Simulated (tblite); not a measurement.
C₆H₇NO.
Numbering: `[CH3:1][O:2][C:3]1([CH2:4][C:5]#[N:6])[CH:7]=[CH:8]1` (hydrogens: H9, H10, H11 on C1; H12, H13 on C4; H14 on C7; H15 on C8)

Geometry (GFN2-xTB, Å), atoms numbered from 1 in this order:
```xyz
15
C6H7NO angstrom
C     -1.490   -1.243    0.217
O     -1.143   -0.224   -0.697
C     -0.060    0.572   -0.297
C      1.286    0.075   -0.846
C      1.809   -0.993   -0.035
N      2.207   -1.832    0.632
C     -0.117    1.327    0.994
C     -0.299    2.031   -0.089
H     -2.347   -1.758   -0.213
H     -0.668   -1.952    0.357
H     -1.767   -0.820    1.189
H      1.141   -0.290   -1.867
H      2.009    0.894   -0.856
H     -0.057    1.263    2.053
H     -0.509    2.957   -0.564
```

All values are computed: GFN2-xTB (tblite) harmonic vibrations without scaling, gas phase. This tight-binding method is rough: wavenumbers can miss measured ones by several per cent, in bad cases by 10 to 20. One conformer, not necessarily the lowest.

Harmonic wavenumbers (cm⁻¹): 42.0, 68.6, 128.6, 174.3, 252.6, 335.9, 344.0, 375.2, 404.5, 532.1, 560.5, 704.8, 749.6, 772.0, 881.3, 896.1, 934.8, 972.5, 995.7, 1035.9, 1083.2, 1126.0, 1129.6, 1166.0, 1251.9, 1279.2, 1400.9, 1403.6, 1468.6, 1484.1, 1750.4, 2404.6, 2921.8, 2948.6, 2965.4, 2970.4, 3032.1, 3222.7, 3246.3.

A = 2947, B = 1827, C = 1414 MHz; mass 109.053 u (most abundant isotopes); point group C1, symmetry number 1.

Zero-point energy?

½Σν̃ = 24708 cm⁻¹ = 70.64 kcal/mol.

Entropy at 200 K, 1 bar (ideal gas, RRHO, classical rotation)?

Translation 38.02, rotation 26.95, vibration 15.68: S = 80.6 cal/(mol K).

And Cp and H(200 K) − H(0)?

Cp = 24.53 cal/(mol K), of which vibrations give 16.58 (their classical limit is 39 R = 77.5); H(200 K) − H(0) = 3.26 kcal/mol without the zero-point energy, 1.67 from vibrations.

What must be added to the electronic energy to get the Gibbs energy at 200 K and 1 bar?

ZPE + [H(200 K) − H(0)] − T·S = 70.64 + 3.26 − 16.13 = 57.77 kcal/mol.

Blend soft modes into free rotors: weight 1/[1 + (100 cm⁻¹/ν̃)⁴] for the oscillator and the rest for a rotor with moment μB/(μ + B), μ = h/(8π²ν), B = 10⁻⁴⁴ kg m². What vibrational entropy results?

14.23 cal/(mol K) in place of 15.68, which changes −T·S at 200 K by +0.29 kcal/mol.

Which modes carry the vibrational entropy at 200 K?

42.0 cm⁻¹: 4.37; 68.6 cm⁻¹: 3.41; 128.6 cm⁻¹: 2.21; 174.3 cm⁻¹: 1.66; 252.6 cm⁻¹: 1.05; 335.9 cm⁻¹: 0.66 cal/(mol K); the other 33 give 2.31 together.

Hindered rotation and anharmonicity are outside this model. Other conformers, if any are populated, would add a mixing term that is left out. The structure is chiral; the term R ln 2 for an equal mix with its mirror image is left out.
